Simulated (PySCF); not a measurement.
A GIAO shielding run with PySCF (density fitting, non-relativistic, gas phase) on `InChI=1S/C3H12Si4/c1-3-5-7-6-4-2/h1H,4-7H2,2H3`:

```
$ OMP_NUM_THREADS=1 python probes_run.py task.json out

{"job": {"kind": "nmr", "xc": "PBE0", "basis": "pcSseg-1"}, "charge": 0, "multiplicity": 1}
C      4.459685    -0.074473     1.145582
C      3.777708    -0.536458     0.269451
Si     2.686507    -1.214653    -1.063110
Si     0.614511    -0.171164    -0.970165
Si    -0.985335    -1.042751     0.473593
Si    -2.641178     0.377573     1.260051
C     -2.915924     1.790153     0.018958
H      5.066136     0.320697     1.909851
H      2.607087    -2.662656    -0.813375
H      3.446404    -1.032828    -2.310120
H      0.825137     1.253756    -0.653674
H      0.061363    -0.122665    -2.337416
H     -1.593785    -2.213374    -0.185611
H     -0.280240    -1.643940     1.620211
H     -3.947806    -0.261344     1.483283
H     -2.272350     0.990573     2.545603
H     -3.261076     1.413774    -0.940082
H     -1.997755     2.343390    -0.159534
H     -3.658891     2.495640     0.378816
```

Hardware: 1 thread of an Arm Neoverse V1, shared host. The job also computes population analyses, field gradients.

(1) How large is the calculation?

(2) How long does it take, and how much memory does it need?

Results:

(1) 86 electrons, 207 basis functions and 1169 auxiliary functions.

(2) 56 s of wall time, with 14 SCF cycles and 5 response iterations; peak memory 0.94 GiB. Times on a shared host scatter by some tens of per cent.
